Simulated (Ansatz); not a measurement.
Cartesian coordinates (Å):
SMILES: Fc1cc2ccsc2cc1[SiH3]
```xyz
18

F      1.8609    -1.0214     1.9173
C      0.9283    -0.5492     1.0563
C     -0.4012    -0.5243     1.4603
C     -1.3672    -0.0288     0.5523
C     -2.7911     0.1060     0.7128
C     -3.3994     0.6334    -0.4008
S     -2.2866     0.9920    -1.6939
C     -0.9337     0.4220    -0.7342
C      0.4185     0.3844    -1.1141
C      1.3786    -0.1079    -0.2123
Si     3.2140    -0.1932    -0.6419
H     -0.6786    -0.8835     2.4613
H     -3.3350    -0.1799     1.6231
H     -4.4676     0.8396    -0.5450
H      0.7271     0.7371    -2.1101
H      3.7233    -1.6069    -0.5925
H      4.0367     0.6407     0.3007
H      3.3729     0.3401    -2.0395
```
Charge 0, spin multiplicity 1.

All values below come from frozen-core CCSD(T)/cc-pVDZ // PBE-D3(BJ)/def2-SVP run with Ansatz (a quantum-chemistry and plane-wave program). The restricted HF reference is unstable towards unrestricted orbitals.

```
Property                         Value
----------------------  --------------
HF energy               -1092.93748 Ha
MP2 correlation energy     -1.45746 Ha
```

Estimate the CCSD correlation energy, the (T) correction, the total energy and the T1 diagnostic.


- CCSD correlation energy = -1.51501 Ha
- (T) correction = -0.06657 Ha
- CCSD(T) total energy = -1094.51906 Ha
- T1 diagnostic = 0.013
